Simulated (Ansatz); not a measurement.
`[SiH3]C[SeH]` + `[NH2][SbH2]` → `[SiH3][NH][SbH2]` + `C[SeH]` at 298.15 K and 1 bar (ligand exchange at the Si–C bond).

Calculated with Ansatz (gas phase, PBE0-D4/def2-TZVP geometries, no zero-point term in ΔE). CCSD(T)/CBS is the MP2 limit (def2-TZVPP, def2-QZVPP) plus CCSD(T) − MP2 in def2-TZVPP, frozen cores. def2 core potentials past Kr. For Sb, Se outer-core shells are correlated without core-valence functions, which leaves a few kJ/mol of doubt a bond. Scalar relativity is left out up to krypton. One conformer a species, not always the lowest.

| species | CCSD(T)/CBS energy (Eh) | H − E (kJ/mol) | S (J/(mol·K)) |
| --- | --- | --- | --- |
| `[SiH3]C[SeH]` | -2731.43590 | 174.8 | 321.2 |
| `[NH2][SbH2]` | -297.10356 | 115.6 | 278.3 |
| `[SiH3][NH][SbH2]` | -587.40566 | 161.6 | 341.4 |
| `C[SeH]` | -2441.15625 | 129.5 | 267.5 |

H − E and S are ideal-gas, rigid-rotor, harmonic terms from PBE0-D4/def2-TZVP, for one conformer and one mirror image of each species. 1 Eh = 2625.50 kJ/mol, R = 8.31446 J/(mol·K).

**Question.** By hand: ΔE, ΔH, ΔS and ΔG.

**Answer.** ΔE = (-587.40566) + (-2441.15625) − (-2731.43590) − (-297.10356) = -0.02245 Eh = -58.9 kJ/mol. Δ(H − E) = 161.6 + 129.5 − 174.8 − 115.6 = 0.7, so ΔH = -58.2 kJ/mol. ΔS = 341.4 + 267.5 − 321.2 − 278.3 = 9.4 J/(mol·K). ΔG = -58.2 − 298.15 × (9.4)/1000 = -61.0 kJ/mol.

**Question.** By hand: the equilibrium constant, and the temperature at which ΔG would vanish if ΔH and ΔS stayed fixed.

**Answer.** log₁₀ K = −ΔG/(RT ln 10) = 10.7. ΔH and −TΔS have one sign here, so there is no such temperature.

The number of gas molecules stays the same, so ΔS is small and ΔH decides. A doubt of 5 kJ/mol in ΔE shifts log₁₀ K by 0.9 here. Other conformers and mirror images would add mixing entropy, several J/(mol·K) or more a flexible species. These are equilibria of isolated gas molecules and say nothing of rates. Largest T1 diagnostic: 0.013 (customary marks: 0.02 for closed shells, 0.045 for open ones).

ΔS is within the doubt of such terms, so its sign, and with it that verdict, could turn.
